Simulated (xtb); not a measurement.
A run for xtb: GFN-FF on H3NSTe (SMILES N[Te]S), a point of a torsion scan.

```
$ xtb mol.xyz --gfnff --sp --chrg 0 --uhf 0
6

N     -1.43733946     0.08272442     0.25676403
Te     0.06799740    -1.02333351     1.05365504
S      1.86270386    -0.45400089    -0.43402261
H     -1.26162547     1.07870264     0.27348216
H     -1.66570681    -0.17970738    -0.69270851
H      2.34135744     0.59963685     0.21918515
```

Program output:

```
[...]
           -------------------------------------------------
          |                Calculation Setup                |
           -------------------------------------------------



          ==================== Thresholds ====================
          CN  :   150.00000
          rep :   500.00000
          disp:  2500.00000
          HB1 :   250.00000
          HB2 :   450.00000

          Pauling EN used:
          Z : 1  EN :  2.20
          Z : 7  EN :  3.04
          Z :16  EN :  2.58
          Z :52  EN :  2.10
          electric field strengths (au): 0.000

           -------------------------------------------------
          |           Force Field Initialization            |
           -------------------------------------------------

          distances ...
          ----------------------------------------
          generating topology and atomic info file ...
          pair mat ...
          computing topology distances matrix with Floyd-Warshall algo ...
          making topology EEQ charges ...
          #fragments for EEQ constrain: 1
          ----------------------------------------
          generating topology and atomic info file ...
          pair mat ...
          computing topology distances matrix with Floyd-Warshall algo ...
          making topology EEQ charges ...
          #fragments for EEQ constrain: 1
          rings ...
          # BATM   10
          # H in HB   3

  atom   neighbors  erfCN metchar sp-hybrid imet pi  qest     coordinates
    1  N       3    2.78   0.00         3    0    0  -0.318   -2.716178    0.156326    0.485214
    2  Te      2    1.90   0.02         3    0    0   0.143    0.128496   -1.933820    1.991119
    3  S       2    1.91   0.00         3    0    0  -0.151    3.520000   -0.857937   -0.820184
    4  H       1    0.98   0.00         0    0    0   0.129   -2.384127    2.038453    0.516806
    5  H       1    0.98   0.00         0    0    0   0.129   -3.147730   -0.339598   -1.309029
    6  H       1    0.98   0.00         0    0    0   0.069    4.424524    1.133149    0.414200

          #atoms :   6
          #bonds :   5
          #angl  :   5
          #tors  :   4
          #nmol  :   1
          #optfrag :   1
           -------------------------------------------------
          |                   G F N - F F                   |
          |          A general generic force-field          |
          |                  Version 1.0.3                  |
           -------------------------------------------------
          Number of HB bonds (bound hydrogen)     36
          Number of HB bonds (unbound hydrogen)   18
          Number of XB bonds                      0

 E+G (total)                   0 d,  0 h,  0 min,  0.000 sec
 distance/D3 list               ...        0 min,  0.000 sec (  0.825%)
 non bonded repulsion           ...        0 min,  0.000 sec ( 12.346%)
 dCN                            ...        0 min,  0.000 sec (  4.836%)
 EEQ energy and q               ...        0 min,  0.000 sec ( 13.335%)
 D3                             ...        0 min,  0.000 sec (  9.819%)
 EEQ gradient                   ...        0 min,  0.000 sec (  4.977%)
 bonds                          ...        0 min,  0.000 sec ( 12.363%)
 bend and torsion               ...        0 min,  0.000 sec (  8.658%)
 bonded ATM                     ...        0 min,  0.000 sec (  3.419%)
 HB/XB (incl list setup)        ...        0 min,  0.000 sec ( 23.369%)

         :::::::::::::::::::::::::::::::::::::::::::::::::::::
         ::                     SUMMARY                     ::
         :::::::::::::::::::::::::::::::::::::::::::::::::::::
Note: The following floating-point exceptions are signalling: IEEE_UNDERFLOW_FLAG IEEE_DENORMAL
normal termination of xtb
         :: total energy              -0.584397219794 Eh    ::
         :: gradient norm              0.017141105189 Eh/a0 ::
         ::.................................................::
         :: bond energy               -0.594503530866 Eh    ::
         :: angle energy               0.004433161142 Eh    ::
         :: torsion energy             0.000726138731 Eh    ::
         :: repulsion energy           0.031836988969 Eh    ::
         :: electrostat energy        -0.024188994689 Eh    ::
         :: dispersion energy         -0.002614280783 Eh    ::
         :: HB energy                 -0.000000273994 Eh    ::
         :: XB energy                  0.000000000000 Eh    ::
         :: bonded atm energy         -0.000086428303 Eh    ::
         :: external energy            0.000000000000 Eh    ::
         :: add. restraining           0.000000000000 Eh    ::
         :: total charge              -0.000000000000 e     ::
         :::::::::::::::::::::::::::::::::::::::::::::::::::::

           -------------------------------------------------
          |                Property Printout                |
           -------------------------------------------------

molecular dipole:
                 x           y           z       tot (Debye)
 q only:       -0.045       0.146       0.189       0.617

           -------------------------------------------------
          | TOTAL ENERGY               -0.584397219794 Eh   |
          | GRADIENT NORM               0.017141105189 Eh/α |
           -------------------------------------------------
########################################################################
[WARNING] Runtime exception occurred
-1- gfnff_setup: Could not read topology file.
########################################################################

------------------------------------------------------------------------
------------------------------------------------------------------------
 total:
 SCF:
```

The run finished.

Cost: roughly 0.03 core-seconds.
